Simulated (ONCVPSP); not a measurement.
Configuration tests for germanium (ONCV)

germanium (Ge), optimised norm-conserving Vanderbilt (ONCV), made with ONCVPSP 4.0.1 (PBE, scalar-relativistic). Core [Ar] 3d10, reference 4s2 4p2. Waves: 4s: rc 1.65 bohr, ncon 3, nbas 7, qcut 3.8 1/bohr, 2 projectors, debl 1.1 Ha; 4p: rc 1.65 bohr, ncon 3, nbas 7, qcut 4.8 1/bohr, local. Local part: the p channel. Core correction: none.

Energies are relative to the spin-unpolarised reference configuration 4s2 4p2; without spin polarisation the order of configurations can differ from experiment.

Problem. Give the all-electron excitation energy and the error of the potential for: 4s2 4p1; 4s2 4p0; 4s1 4p0; 4s1 4p2.

Solution.

```tsv
valence configuration	charge	ΔE all-electron (eV)	error AE − PS (meV)
4s2 4p1	+1	7.444	-2.9
4s2 4p0	+2	22.883	-8.3
4s1 4p0	+3	57.675	+74
4s1 4p2	+1	16.161	+4.6
```

Levels in the configuration 4s1 4p2:

```csv
level,all-electron (eV),pseudo (eV)
4s,-20.839,-20.820
4p,-12.024,-12.032
```
